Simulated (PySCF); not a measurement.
# Ionisation energy of Mo³²⁺ by level of theory

Mo³²⁺ [Ne] → Mo³³⁺ [He] 2s2 2p5 [2p1/2^2 2p3/2^3, M_J = 3/2], as a difference of total energies. Calculation: PySCF 2.14, in an uncontracted even-tempered set (18 s from 12 bohr⁻², ratio 2.4; 12 p from 16 bohr⁻², ratio 2.4; 5 d from 64 bohr⁻², ratio 2.6; 4 f from 97 bohr⁻², ratio 2.6); the two-component X2C-1e Hamiltonian. Correlated levels: nothing frozen; the 34 highest virtual spinors dropped. "Screened" scales the spin-orbit matrix elements by Boettger's factors to mimic the two-electron term; Breit and QED terms are absent.

| method | ionisation energy (eV) |
| --- | --- |
| GHF (spin-free) | 4291.6 |
| GMP2 (spin-free) | 4293.1 |
| GHF (screened spin-orbit) | 4255.9 |
| GMP2 (screened spin-orbit) | 4257.4 |

For this ion Breit and QED terms and the two-electron picture change, all absent here, outweigh the correlation shift from GHF to GMP2.

The spin-free rows lack the spin-orbit shift.

For comparison: 4259 ± 2.4 eV (semi-empirical (NIST evaluation); NIST Atomic Spectra Database, ionization energies).
